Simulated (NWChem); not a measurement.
## Lowest excitation of HFSi

```
Si
F 1 1.6354
H 1 1.5468 2 96.80
```
Charge 0, spin multiplicity 1.

All runs are NWChem calculations. The geometry was optimised at PBE0/def2-SVP, a minimum by its harmonic frequencies.

Basis set: aug-cc-pVDZ.

```tsv
method	lowest vertical singlet excitation energy (eV)	relative cost	difference from EOM-CCSD
TD-B3LYP	2.90	under 3	-0.21
TD-PBE	2.77	under 3	-0.34
EOM-CCSD	3.10	1	0.00
CIS	3.29	under 3	+0.19
TD-BHandHLYP	3.00	under 3	-0.10
```

The values span 0.52 eV, from TD-PBE (lowest) to CIS (highest). Relative cost: rough, from shared machines, SCF included, EOM-CCSD = 1.

The correlated methods keep 6 core orbitals frozen. B3LYP has NWChem's definition, with VWN1-RPA local correlation. The structure started from a generated list of species. Differences from the coupled-cluster row are differences between methods, not errors against experiment.
